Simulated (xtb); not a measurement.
Harmonic IR lines of one isomer of H₄B₂N₂, unscaled. Level of theory: GFN2-xTB run with xtb.

```tsv
wavenumber (cm⁻¹)	relative intensity
157	3.9
171	12
313	19
358	23
746	22
864	32
961	11
1226	4.7
1387	75
2163	100
2606	41
2645	42
3751	8.1
```

**Question.** Identify which structure gives these lines.
(A) `B=NBN`
(B) `N=BBN`
(C) `BNB=N`

**Answer.** C, `BNB=N`
